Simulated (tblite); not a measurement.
C2H8Si2.
Atom-mapped SMILES: `[CH2:1]1[SiH2:2][CH2:3][SiH2:4]1` (hydrogens: H5, H6 on C1; H7, H8 on Si2; H9, H10 on C3; H11, H12 on Si4)

Computed values, GFN2-xTB/tblite, gas phase, harmonic and unscaled. This tight-binding method is rough: wavenumbers can miss measured ones by several per cent, in bad cases by 10 to 20. Modes of hydrogen on silicon can be 10 to 20 % off.

Harmonic wavenumbers (cm⁻¹): 68.0, 357.5, 417.6, 443.5, 481.5, 493.3, 590.5, 614.2, 618.1, 690.0, 694.8, 709.3, 740.0, 777.8, 785.0, 799.9, 916.2, 956.9, 1084.0, 1092.7, 1469.2, 1470.1, 2220.8, 2231.0, 2238.7, 2239.9, 3000.6, 3004.2, 3012.4, 3013.1.

A = 7545, B = 3710, C = 2724 MHz; mass 88.016 u (most abundant isotopes); point group D2h, symmetry number 4.

Task: What is the zero-point energy?

Result: ½Σν̃ = 18615 cm⁻¹ = 222.69 kJ/mol.

Task: Give the ideal-gas entropy at 273.15 K and 1 bar in the rigid-rotor, harmonic-oscillator model (classical rotation).

Result: Translation 162.88, rotation 95.53, vibration 43.64: S = 302.0 J/(mol K).

Task: And Cp and H(273.15 K) − H(0)?

Result: Cp = 103.79 J/(mol K), of which vibrations give 70.53 (their classical limit is 30 R = 249.4); H(273.15 K) − H(0) = 16.38 kJ/mol without the zero-point energy, 7.29 from vibrations.

Task: Blend soft modes into free rotors: weight 1/[1 + (100 cm⁻¹/ν̃)⁴] for the oscillator and the rest for a rotor with moment μB/(μ + B), μ = h/(8π²ν), B = 10⁻⁴⁴ kg m². What vibrational entropy results?

Result: 40.63 J/(mol K) in place of 43.64, which changes −T·S at 273.15 K by +0.82 kJ/mol.

Task: Which modes carry the vibrational entropy at 273.15 K?

Result: 68.0 cm⁻¹: 16.90; 357.5 cm⁻¹: 4.18; 417.6 cm⁻¹: 3.26; 443.5 cm⁻¹: 2.93; 481.5 cm⁻¹: 2.50; 493.3 cm⁻¹: 2.38 J/(mol K); the other 24 give 11.50 together.

Task: How do the functions run with temperature in this model?

Result: 
| T (K) | S (J/(mol K)) | Cp (J/(mol K)) | H − H(0) (kJ/mol) | G − H(0) (kJ/mol) | ln q(vib) |
| --- | --- | --- | --- | --- | --- |
| 50 | 205.9 | 39.4 | 1.80 | -8.50 | 0.15 |
| 100 | 234.5 | 44.8 | 3.88 | -19.58 | 0.48 |
| 298.15 | 311.5 | 112.3 | 19.08 | -73.79 | 2.34 |
| 373.15 | 339.2 | 134.3 | 28.36 | -98.20 | 3.33 |
| 500 | 382.6 | 162.0 | 47.25 | -144.02 | 5.15 |
| 750 | 455.6 | 197.9 | 92.60 | -249.11 | 8.83 |
| 1000 | 515.9 | 221.1 | 145.17 | -370.78 | 12.32 |

q(vib) and H(0) count from the zero-point level.

Task: What must be added to the electronic energy to get the Gibbs energy at 273.15 K and 1 bar?

Result: ZPE + [H(273.15 K) − H(0)] − T·S = 222.69 + 16.38 − 82.50 = 156.57 kJ/mol.

Hindered rotation and anharmonicity are outside this model.
